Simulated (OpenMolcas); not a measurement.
Consider Mn2+ and Mn2+ on neighbouring Zn sites of ZnS (host space group F-43m, cell from Materials Project scaled by 0.96; 4-coordinate sites, 1 bridging S, bridge angle 109.5°, metal-metal distance 3.66 Å, mean bond 2.24 Å), as a cluster of both ions and their first shells in 18 model-potential ions and 803 fitted point charges, unrelaxed.

```xyz
9

Mn     0.0000     1.2930     1.2930
Mn     0.0000    -1.2930    -1.2930
S     -1.2930     0.0000     0.0000
S      1.2930     0.0000    -2.5859
S      1.2930    -2.5859     0.0000
S      1.2930     2.5859     0.0000
S      1.2930     0.0000     2.5859
S     -1.2930    -2.5859    -2.5859
S     -1.2930     2.5859     2.5859
```

**Question.** Give the energies of the total-spin states at CASSCF(10,10) on the singly occupied d orbitals (ANO-RCC-VDZP on Mn and ANO-RCC-VDZ on S, scalar-relativistic DKH2, RICD, no spin-orbit coupling, OpenMolcas), and the exchange constant.

**Answer.** Local spins 5/2 and 5/2.

```json
[
 {"total S": "5", "E (cm⁻¹)": "246.8", "natural occupations, lowest and highest": "1.000, 1.000"},
 {"total S": "4", "E (cm⁻¹)": "174.2", "natural occupations, lowest and highest": "0.982, 1.018"},
 {"total S": "3", "E (cm⁻¹)": "109.2", "natural occupations, lowest and highest": "0.967, 1.033"},
 {"total S": "2", "E (cm⁻¹)": "56.3", "natural occupations, lowest and highest": "0.955, 1.045"},
 {"total S": "1", "E (cm⁻¹)": "19.2", "natural occupations, lowest and highest": "0.947, 1.053"},
 {"total S": "0", "E (cm⁻¹)": "0.0", "natural occupations, lowest and highest": "0.943, 1.057"}
]
```

J = -8.2 cm⁻¹ (antiferromagnetic); the ladder departs from the Heisenberg pattern by 10.5 cm⁻¹ at most.

J is defined by H = −2J S1·S2, so negative values are antiferromagnetic. Wave-function values come from the highest and lowest total spin; broken-symmetry values use Yamaguchi's formula with the computed ⟨S²⟩. The active space holds the singly occupied metal orbitals alone, without bridging-ligand orbitals. No row is a measured value. The host is partly covalent, so formal ionic charges are a crude embedding.
